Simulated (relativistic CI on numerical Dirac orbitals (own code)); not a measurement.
Method of calculation: Dirac-Coulomb-Breit CI, orbitals from a KLI potential per configuration, a model potential for QED, unscaled Slater integrals (own radial code, finite nucleus).

The strongest absorption lines from the ground level of an ion, among the configurations computed and to levels below about 367 eV (vacuum wavelength in Å, gf): 44.091 (0.15), 44.363 (0.023), 49.391 (0.33), 50.209 (0.88), 50.704 (0.03), 60.074 (0.21), 61.268 (0.18), 126.59 (3.1).

Q: Which ion is it?
A. Zn XIII
B. Se XVII
C. Ni XI
D. Zn XI

A: A. Zn XIII has 18 electrons and the ground level 3s2 3p6 1S_0; the strongest line goes to 3s2 3p5 3d 1P°_1. The pattern of lines fixes the number of electrons, and along that sequence the line energies rise steadily with the charge (about as its square where n changes within one kind of shell, about linearly where n is kept but much faster in heavy ions where fine structure, which grows about as Z⁴, sets the gap, and irregularly where shells cross), which fixes Z. Configurations outside the model, such as inner-shell arrays, can give stronger lines. At this charge energies of transitions that change n are usually good to better than 1 %, and those within a shell (Δn = 0) to a few per cent.

LS names give the leading component of a level, which can be under half, so a name can repeat, a term be missing and a line seem to break the LS rules.
